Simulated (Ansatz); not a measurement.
Reaction (formal exchange of groups at the Si–F bond): `F[SiH](F)[GeH3]` + `[AlH3]` → `F[SiH]([AlH2])[GeH3]` + H–F

Calculated with Ansatz (gas phase, PBE0-D4/def2-TZVP geometries, no zero-point term in ΔE). CCSD(T)/CBS is the MP2 limit (def2-TZVPP, def2-QZVPP) plus CCSD(T) − MP2 in def2-TZVPP, frozen cores. This one scheme is used for every species. DFT in def2-TZVPP. HSE06 is defined as in plane-wave codes. For Ge outer-core shells are correlated without core-valence functions, which leaves a few kJ/mol of doubt a bond. Scalar relativity is left out up to krypton.

`F[SiH](F)[GeH3]`:

Cartesian coordinates in Å:
```
F 1.972 -1.093 0.160
Si 1.054 0.023 -0.509
F 0.891 -0.365 -2.045
Ge -1.080 0.027 0.538
H 1.801 1.301 -0.453
H -0.922 0.377 2.026
H -1.739 -1.353 0.409
H -1.977 1.083 -0.126
```

`[AlH3]`:

```xyz
4

Al    0.000    0.000    0.000
H     0.089    0.093    1.581
H     0.093    1.317   -0.878
H    -0.182   -1.410   -0.703
```

`F[SiH]([AlH2])[GeH3]`:

```xyz
10

F    -0.472    1.674    1.551
Si    0.043    0.272    0.927
Al    2.216    0.511   -0.203
Ge   -1.654   -0.567   -0.535
H     0.128   -0.696    2.063
H     2.922    1.920   -0.383
H     2.884   -0.802   -0.797
H    -1.815    0.330   -1.775
H    -1.236   -1.969   -1.017
H    -3.017   -0.674    0.169
```

H–F:

Cartesian coordinates in Å:
```
F -0.266 0.257 -0.274
H 0.266 -0.257 0.274
```

| level | ΔE (kcal/mol) |
| --- | --- |
| revPBE-D4 | 29.3 |
| r2SCAN-D4 | 34.8 |
| B97M-V | 38.5 |
| HSE06-D4 | 30.5 |
| revPBE | 29.8 |
| CCSD/def2-SVP | 34.8 |
| MP2/def2-QZVPP | 36.2 |
| MP2/CBS(def2) | 35.8 |

**Question.** What does CCSD(T)/CBS give? (Best estimate.)

**Answer.** Ansatz gave: +34.3 kcal/mol. The listed levels differ from it by -5.0, 0.5, 4.2, -3.8, -4.5, 0.5, 1.9, 1.5 kcal/mol.

Largest T1 diagnostic among the species: 0.012.

From PBE to PBE0 (25 % exact exchange), in def2-TZVPP and without D4, ΔE moves by +1.3 kcal/mol. The D4 term adds −1.3 kcal/mol with B3LYP and −0.8 kcal/mol with PBE0; it sums over pairs of atoms, weighted by their polarisabilities, and B3LYP, whose exchange is more repulsive, gets the larger term. Leaving LDA and LC-ωPBE aside and taking each functional with its dispersion term where it has one, the values, not all of them listed here, spread over 9.2 kcal/mol, from PBE-D4 to B97M-V. LDA lies +0.7 kcal/mol from PBE without D4.

B3LYP here is the variant with VWN-RPA as its local correlation; programs differ in this.
